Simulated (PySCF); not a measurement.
CH₆BNO₂.

```xyz
11

B     -0.0593    -0.5213     0.0000
O     -0.8560    -1.6359     0.0000
H     -0.3597    -2.4564     0.0000
O     -0.7316     0.6714     0.0000
C     -0.0592     1.8890     0.0000
H      0.5790     2.0175    -0.8953
H     -0.7988     2.7035     0.0000
H      0.5790     2.0175     0.8953
N      1.3601    -0.5835     0.0000
H      1.9477     0.2371     0.0000
H      1.8847    -1.4455     0.0000
```

Geometry: PBE0-D3(BJ)/def2-SVP. One conformer was computed; it need not be the lowest.

The numbers are results of PySCF with PBE0/pcSseg-1, not measurements. Non-relativistic, no solvent.

Computed absolute GIAO shielding of each atom: isotropic value and principal components (ppm):
```tsv
atom	σ(iso)	σ11	σ22	σ33	span
B1	80.1	70.6	78.8	91.0	20.4
O2	253.6	190.3	279.2	291.3	101.0
H3	29.3	22.4	26.3	39.2	16.8
O4	276.0	159.1	321.2	347.7	188.6
C5	133.3	108.5	109.1	182.3	73.8
H6	28.0	24.5	25.8	33.7	9.2
H7	27.5	23.4	25.6	33.6	10.3
H8	28.0	24.5	25.8	33.7	9.2
N9	221.6	198.8	214.3	251.7	53.0
H10	29.6	22.7	28.0	38.2	15.5
H11	30.1	24.1	26.6	39.5	15.5
```
